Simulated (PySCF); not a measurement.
# Co (cobalt, neutral) across methods

[Ar] 3d6 4s2 5s1, 5s spin antiparallel (an excited configuration). All numbers are calculated (PySCF 2.14, the non-relativistic Hamiltonian (point nucleus), in aug-cc-pVQZ (9s8p6d4f3g2h, 140 functions)).

| method | E (hartree) | mean ε 4s α (eV) | mean ε 4s β (eV) | mean ε 5s β (eV) | Σ⟨r²⟩ (bohr²) | ⟨S²⟩ |
| --- | --- | --- | --- | --- | --- | --- |
| LDA | -1379.754 | -11.094 | -10.303 | -1.703 | 94.80 | 4.754 |
| BHandHLYP | -1382.352 | -12.402 | -11.780 | -2.057 | 98.08 | 4.753 |
| r2SCAN | -1382.317 | -11.120 | -10.200 | -1.695 | 96.26 | 4.754 |
| PBE | -1382.090 | -10.849 | -10.048 | -1.729 | 95.79 | 4.753 |
| PBE0 | -1382.128 | -11.691 | -10.914 | -1.998 | 97.29 | 4.753 |
| M06-2X | -1382.348 | -11.828 | -11.610 | -2.224 | 90.61 | 4.753 |
| r2SCANh | -1382.312 | -11.421 | -10.532 | -1.794 | 96.34 | 4.754 |

Question: Estimate the same row for UHF.

Answer: E (hartree) = -1381.11211; mean ε 4s α (eV) = -13.483; mean ε 4s β (eV) = -12.661; mean ε 5s β (eV) = -2.491; Σ⟨r²⟩ (bohr²) = 104.0; ⟨S²⟩ = 4.755.

The outer electron is Rydberg-like, and this basis confines it to a smaller radius and binds it less than a complete one would. With the s spin flipped the determinant is a mixture of two multiplicities, not a spectroscopic state.
